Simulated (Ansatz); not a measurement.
Consider the ligand exchange at the In–I bond: `[Cl][InH][I]` + NH₃ → `[NH2][InH][Cl]` + HI.

Program: Ansatz. Geometries: PBE0-D4/def2-TZVP. ΔE: electronic, gas phase. CBS: MP2 limit from def2 TZ/QZ plus the TZ coupled-cluster correction, frozen cores. This one scheme is used for every species. Functionals use def2-TZVPP. B3LYP here is the variant with VWN-RPA as its local correlation; programs differ in this. HSE06 is defined as in plane-wave codes. Elements past krypton have def2 core potentials. For I, In outer-core shells are correlated without core-valence functions, which leaves a few kJ/mol of doubt a bond. Each species was taken in one conformer, which may not be the lowest.

```csv
level,ΔE (kJ/mol),difference from CCSD(T)/CBS
BLYP-D4,124.8,-7.8
r2SCAN-D4,132.6,0.0
B97M-V,130.2,-2.4
B3LYP-D4,131.5,-1.1
r2SCAN0-D4,138.7,6.1
CAM-B3LYP-D4,125.1,-7.5
ωB97X-V,127.8,-4.8
PBE-QIDH,136.6,4.0
revPBE,130.2,-2.4
r2SCAN,132.6,0.0
HSE06,136.2,3.6
LC-ωPBE,124.2,-8.4
RPA@PBE/def2-TZVPP,116.7,-15.9
CCSD/def2-SVP,134.6,2.0
CCSD(T)/def2-SVP,132.7,0.1
HF/def2-QZVPP,147.3,14.7
CCSD(T)/CBS,132.6,0
```

Largest T1 diagnostic among the species: 0.014.

From BLYP to BHLYP (50 % exact exchange), in def2-TZVPP and without D4, ΔE moves by +12.7 kJ/mol. Leaving LDA and LC-ωPBE aside and taking each functional with its dispersion term where it has one, the values, not all of them listed here, spread over 16.6 kJ/mol, from BLYP-D4 to BHLYP-D4. LDA lies −8.0 kJ/mol from PBE without D4.
